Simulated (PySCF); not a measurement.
**$^{33}$S chemical shifts**

[PySCF 2.14.0 with density-fitted response routines: geometry from GFN2-xTB; σ from GIAO-PBE0/pcSseg-1; relativity neglected; single conformer; equivalent nuclei averaged; gas phase]

Shieldings were converted by a linear fit to measured shifts: $^{33}$S: δ = 158.28 − 0.937σ (rms 33.3 ppm, 20 shifts vs sulfate, solution or neat liquid). Occasional misses reach two or three times the rms, and more in compound classes unlike the fitted ones.

Question: Give the $^{33}$S shifts of `C#C[SiH2]N[C@@H]1CCS[SiH2]1`, `[SiH3][Si@@]1([SiH2]S)[SiH2]CS1`, `C=CS[Si@@H](S)N[SiH3]`.

Answer: 
```json
{"compound": "C#C[SiH2]N[C@@H]1CCS[SiH2]1", "environment": "sulfur bonded to C, Si, in a 5-membered ring", "δ (ppm)": "-474"}
{"compound": "[SiH3:1][Si@@:2]1([SiH2:3][SH:4])[SiH2:5][CH2:6][S:7]1", "environment": "S7: sulfur bonded to C, Si, in a 4-membered ring", "δ (ppm)": "-467"}
{"compound": "[SiH3:1][Si@@:2]1([SiH2:3][SH:4])[SiH2:5][CH2:6][S:7]1", "environment": "S4: sulfur bonded to Si, H", "δ (ppm)": "-587"}
{"compound": "[CH2:1]=[CH:2][S:3][Si@@H:4]([SH:5])[NH:6][SiH3:7]", "environment": "S3: sulfur bonded to C, Si", "δ (ppm)": "-329"}
{"compound": "[CH2:1]=[CH:2][S:3][Si@@H:4]([SH:5])[NH:6][SiH3:7]", "environment": "S5: sulfur bonded to Si, H", "δ (ppm)": "-487"}
```

Question: Match the shifts 636, -4, -110, -494, -584 ppm to `C#C[Si@@H]1S[SiH2]CCN1C`, `C#C[Si@@H]1CCN[Si@@H]1SC`, `Cc1ccsc1N([SiH3])[SiH3]`, `CC(=S)C/C=C(\Cl)[SiH2][SiH3]`, `O=S(=O)(O)[C@H]1OC[SiH2]1`.

Answer: 636: CC(=S)C/C=C(\Cl)[SiH2][SiH3] (thione sulfur); -4: O=S(=O)(O)[C@H]1OC[SiH2]1 (sulfonyl sulfur); -110: Cc1ccsc1N([SiH3])[SiH3] (aromatic ring sulfur); -494: C#C[Si@@H]1CCN[Si@@H]1SC (sulfur bonded to C, Si); -584: C#C[Si@@H]1S[SiH2]CCN1C (sulfur bonded to 2 Si, in a 6-membered ring).
